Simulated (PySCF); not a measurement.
# Energy of Cr(2+) (chromium, charge +2) between two integer charges

The 3d alpha orbital of [Ar] 3d4 is emptied in steps (occupation f), with all orbitals relaxed, ending at [Ar] 3d3. Calculation: PySCF 2.14, in def2-TZVP (6s4p4d1f, 45 functions); the non-relativistic Hamiltonian (point nucleus). The exact energy is a straight line in f; departures are measured from the line between the end points of the same method.

```json
{"f": "1", "BHandHLYP (eV)": "0.000", "wB97X (eV)": "0.000", "M06-2X (eV)": "0.000"}
{"f": "0.8", "BHandHLYP (eV)": "-0.482", "wB97X (eV)": "-0.460", "M06-2X (eV)": "-0.485"}
{"f": "0.6", "BHandHLYP (eV)": "-0.729", "wB97X (eV)": "-0.698", "M06-2X (eV)": "-0.739"}
{"f": "0.4", "BHandHLYP (eV)": "-0.735", "wB97X (eV)": "-0.704", "M06-2X (eV)": "-0.748"}
{"f": "0.2", "BHandHLYP (eV)": "-0.494", "wB97X (eV)": "-0.473", "M06-2X (eV)": "-0.503"}
{"f": "0", "BHandHLYP (eV)": "0.000", "wB97X (eV)": "0.000", "M06-2X (eV)": "0.000"}
```

```tsv
method	E(f=0) − E(f=1) (eV)	−ε at f=1 (eV)	−ε at f=0.4 (eV)
BHandHLYP	31.089	28.109	31.672
wB97X	31.106	28.267	31.662
M06-2X	31.278	28.300	31.866
```

Orbital energy along the path (eV):

| f | BHandHLYP | wB97X | M06-2X |
| --- | --- | --- | --- |
| 1 | -28.109 | -28.267 | -28.300 |
| 0.8 | -29.260 | -29.354 | -29.417 |
| 0.6 | -30.451 | -30.489 | -30.609 |
| 0.4 | -31.672 | -31.662 | -31.866 |
| 0.2 | -32.921 | -32.864 | -33.147 |
| 0 | -34.201 | -34.083 | -34.441 |

Reference removal energy between the ground levels: 30.959 ± 0.025 eV (measured; NIST Atomic Spectra Database, ionization energies). The calculation has no spin-orbit coupling. The determinant left behind need not be the lowest term of the ion.
